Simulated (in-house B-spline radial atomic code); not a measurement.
A fraction x of an electron is removed from 4p in As2+, starting from [Ar] 3d10 4s2 4p1 and keeping the highest spin. All numbers are computed (scalar-relativistic (X2C) PBE, spin-polarised, spherical fractional occupations; Fermi nucleus of rms radius 4.0968 fm) with a radial B-spline atomic code at the basis-set limit, not measured.

| x | E(x) - E(0) (eV) | 4p up level (eV) |
| --- | --- | --- |
| 0 | 0.0000 | -23.192 |
| 0.07 | 1.6466 | -23.855 |
| 0.19 | 4.5777 | -24.998 |
| 0.28 | 6.8663 | -25.860 |
| 0.43 | 10.8535 | -27.305 |
| 0.5 | 12.7886 | -27.982 |
| 0.55 | 14.1998 | -28.467 |
| 0.64 | 16.8012 | -29.342 |
| 0.78 | 21.0046 | -30.708 |
| 0.92 | 25.3998 | -32.080 |
| 1 | 27.9977 | - |

The exact functional would give a straight line between the two integer points. Deviations E(x) - E(0) - x[E(1) - E(0)], in eV: -0.313 at x = 0.07, -0.742 at x = 0.19, -0.973 at x = 0.28, -1.186 at x = 0.43, -1.21 at x = 0.5, -1.199 at x = 0.55, -1.117 at x = 0.64, -0.834 at x = 0.78, -0.358 at x = 0.92.

The curve lies below the straight line by up to 1.21 eV (at x = 0.5): convex, the delocalisation error that favours fractional charges.

(1) How well does Slater's transition state (minus the level at half occupation) give the ionisation energy?

Results:

(1) It gives 27.982 eV against 27.998 eV from the two total energies; NIST lists 28.35 eV, ground level to ground level.
